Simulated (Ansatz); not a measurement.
Consider the atomization: `C[O][GeH]([SH])[Cl]` → C• + Cl• + Ge• + 5 H• + O• + S•.

Computed with Ansatz on PBE0-D4/def2-TZVP structures; ΔE is electronic, products minus reactants. CCSD(T)/CBS is the MP2 limit (def2-TZVPP, def2-QZVPP) plus CCSD(T) − MP2 in def2-TZVPP, frozen cores. This one scheme is used for every species, atoms too. Functionals use def2-TZVPP. Open shells (•) are unrestricted, without spin–orbit coupling. Spin–orbit coupling would lower the free atoms: a little for C, Cl, O, S; clearly for Ge. For Ge outer-core shells are correlated without core-valence functions, so the limit isn't a true one: a few kJ/mol of doubt a bond, and 10 to 20 or more in all where bonds break to atoms. Scalar relativity is left out up to krypton. One conformer a species, not always the lowest.

`C[O][GeH]([SH])[Cl]`:

Z-matrix (Å, degrees):
```
C
O 1 1.413
H 1 1.096 2 111.7
H 1 1.091 2 107.5 3 119.0
H 1 1.096 2 111.5 3 -122.1
Ge 2 1.758 1 120.3 3 56.3
Cl 6 2.154 2 108.0 1 63.4
S 6 2.211 2 112.1 1 -54.5
H 6 1.525 2 105.8 1 -177.9
H 8 1.343 6 92.8 2 97.9
```

CCSD(T)/CBS gives +3343.8 kJ/mol.

**Question.** Another level gave +3316.0 kJ/mol. Which?
A. r2SCAN-D4/def2-TZVPP
B. PBE/def2-TZVPP
C. MP2/def2-TZVPP
D. r2SCAN/def2-TZVPP

**Answer.** C. MP2/def2-TZVPP 3316.0, r2SCAN 3344.2, PBE 3359.7, r2SCAN-D4 3350.8 kJ/mol.

Largest T1 diagnostic among the species: 0.011.

The D4 term adds +43.3 kJ/mol with B3LYP and +23.0 kJ/mol with PBE0; it sums over pairs of atoms, weighted by their polarisabilities, and B3LYP, whose exchange is more repulsive, gets the larger term. From PBE to PBE0 (25 % exact exchange), in def2-TZVPP and without D4, ΔE moves by −57.8 kJ/mol: exact exchange takes away binding that semilocal exchange gives to molecules. In def2-TZVPP, CCSD(T) changes the Hartree–Fock value by +900.1 kJ/mol (the triples alone add +59.5 kJ/mol) and MP2 by +959.0 kJ/mol; breaking electron pairs costs correlation energy, which Hartree–Fock lacks.

B3LYP here is the variant with VWN-RPA as its local correlation; programs differ in this.

For atomizations the MP2-based limit and the directly extrapolated one differ by several kJ/mol either way, and by 10 to 25 for some Ge, Se and Sn compounds, so smaller differences from it don't rank the levels.
